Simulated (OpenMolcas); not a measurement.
**O+: thermal populations, Slater's ratio, worked from levels**

* Program: OpenMolcas 26.06
* Basis: ANO-RCC-VQZP [5s4p3d2f1g]
* Scalar Hamiltonian: DKH2, point nucleus
* Active space: 5 electrons in 9 orbitals (RAS2 2s 2p; RAS3 3d, at most 2 electrons)
* State averaging: 2S+1 = 4 odd, 1 root; 2S+1 = 2 odd, 8 roots; 2S+1 = 4 even, 3 roots; 2S+1 = 2 even, 9 roots
* Spin-orbit coupling: RASSI with atomic mean-field integrals over the reference wave functions, term energies averaged over their components

Methods: RASSCF; SS-RASPT2, IPEA 0.25 Eh, imaginary shift 0.1 Eh (closed shells correlated: 1s). Measured levels: NIST Handbook of Basic Atomic Spectroscopic Data.

**Thermal populations.** Z = Σ (2J + 1) exp(-E/kT) with k = 0.695035 cm-1/K, over the levels below. No other level of either list lies under 90000 cm-1, which is above 7 kT at each temperature.

```tsv
Level	2J + 1	SS-RASPT2	measured
2s² 2p³ ⁴S°_3/2	4	0.0	0.0
2s² 2p³ ²D°_3/2	4	27190	26831
2s² 2p³ ²D°_5/2	6	27200	26811
2s² 2p³ ²P°_3/2	4	41030	40468
2s² 2p³ ²P°_1/2	2	41030	40470
```

```csv
T (K),"Z, SS-RASPT2","Z, measured levels","Ground level (%), SS-RASPT2","Ground level (%), measured levels"
12000,4.427,4.448,90.3,89.9
```

At 12000 K, kT = 8340 cm-1, and the computed levels give Z = 4.000 + 0.154 + 0.230 + 0.029 + 0.015 = 4.427.

**Slater's ratio.** With one set of orbitals, p3 has ²D° - ⁴S° = 9 F2 and ²P° - ²D° = 6 F2 (F2 = F²/25), a ratio of 2/3. Term energies are centres of gravity, weighted by 2J + 1.

| Source | ²D° - ⁴S° | ²P° - ⁴S° | F2 from the first | Ratio |
| --- | --- | --- | --- | --- |
| RASSCF | 29919 | 44591 | 3324 | 0.490 |
| SS-RASPT2 | 27194 | 41031 | 3022 | 0.509 |
| measured | 26819 | 40469 | 2980 | 0.509 |

Energies in cm-1. A ratio away from 2/3 shows effects beyond one configuration with one set of orbitals, and in heavier atoms second-order spin-orbit shifts.

Active for correlation alone: 3d; no level in the range computed is led by a configuration that fills it, so any true level of that kind is missing. Without dynamic correlation excited terms often stand tens of per cent too high (terms of higher spin than the ground term too low), and those without a measured partner can miss by more than the paired ones (holds for RASSCF). Computed and measured levels are paired by configuration, term and J; levels that our copy of the source lacks, or whose pairing is in doubt (as where it misses far off the trend of its configuration), stay unpaired and out of the deviations. Levels of configurations outside the active space are missing.

° marks odd parity.
